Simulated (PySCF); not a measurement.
Compound: GeH6N2.
Bonds: N1–N2, N2–Ge3. Hydrogens: H4, H5 on N1; H6 on N2; H7, H8, H9 on Ge3.

Computed by this run: PySCF, PBE0-D3(BJ)/def2-SVP geometry optimisation, gas phase; density fitting, grid level 1; the optimiser is geomeTRIC in internal coordinates, started from a GFN2-xTB structure with every atom displaced at random (about 0.01 Å).

The end geometry, which sets the zero of energy:
```
atom  x, y, z in Å
N1     -1.4987   -0.1079   -0.0553
N2     -0.2597   -0.6855   -0.3487
Ge3     1.3010    0.0433    0.2870
H4     -1.7828   -0.3566    0.8905
H5     -1.4846    0.9119   -0.1212
H6     -0.2488   -1.0835   -1.2817
H7      2.4707   -0.7223   -0.3565
H8      1.4042    1.5562   -0.0420
H9      1.3115   -0.1060    1.8212
```

Question: These geometries come from the run, each turned onto the end geometry. Order them by energy, lowest first.
A.
```
atom  x, y, z in Å
N1     -1.4998   -0.1196   -0.0390
N2     -0.2580   -0.7015   -0.3552
Ge3     1.2964    0.0518    0.2738
H4     -1.7842   -0.4210    0.8886
H5     -1.4679    0.9015   -0.0483
H6     -0.2487   -0.9971   -1.3265
H7      2.4662   -0.7682   -0.3007
H8      1.4517    1.5468   -0.1100
H9      1.2571   -0.0431    1.8107
```
B.
```
atom  x, y, z in Å
N1     -1.5057   -0.1291   -0.0360
N2     -0.2600   -0.6967   -0.3408
Ge3     1.3061    0.0450    0.2887
H4     -1.8052   -0.4274    0.8827
H5     -1.5144    0.8939   -0.0810
H6     -0.2342   -0.9577   -1.3233
H7      2.4563   -0.7833   -0.3155
H8      1.4683    1.5363   -0.1096
H9      1.3017   -0.0315    1.8281
```
C.
```
atom  x, y, z in Å
N1     -1.5042   -0.1049   -0.0562
N2     -0.2732   -0.6940   -0.3133
Ge3     1.3234    0.0366    0.2929
H4     -1.9438   -0.5453    0.7529
H5     -1.4703    0.8990    0.1163
H6     -0.1815   -0.8806   -1.3131
H7      2.4418   -0.8359   -0.2973
H8      1.4964    1.4947   -0.2193
H9      1.3242    0.0800    1.8304
```
D.
```
atom  x, y, z in Å
N1     -1.4587    0.0636   -0.0526
N2     -0.2543   -0.6987   -0.2982
Ge3     1.3296    0.0952    0.2184
H4     -2.1431   -0.6180    0.2845
H5     -1.2876    0.6451    0.7699
H6     -0.2485   -0.9036   -1.2966
H7      2.4515   -0.8804   -0.1685
H8      1.5964    1.4859   -0.4105
H9      1.2273    0.2605    1.7469
```

Answer: A (0.005 eV), B (0.012 eV), C (0.057 eV), D (0.193 eV).

In the order of the answer:

| step | E above end (eV) | largest force (eV/Å) | rms force component (eV/Å) | rms distance from end (Å) | rms bond change (Å) | bond most changed (Å) |
| --- | --- | --- | --- | --- | --- | --- |
| 13 | 0.005 | 0.23 | 0.072 | 0.066 | 0.004 | N1–N2 +0.009 |
| 12 | 0.012 | 0.35 | 0.098 | 0.073 | 0.004 | N2–Ge3 +0.008 |
| 11 | 0.057 | 0.80 | 0.213 | 0.177 | 0.009 | N2–Ge3 +0.021 |
| 6 | 0.193 | 0.22 | 0.065 | 0.463 | 0.018 | N1–N2 +0.048 |

The cost below is that of the whole optimisation. Hardware: an Arm Neoverse V2 with one thread, shared host with 48 logical CPUs at a one-minute load of 25. Cost: 42 s, 0.37 GiB resident at most.
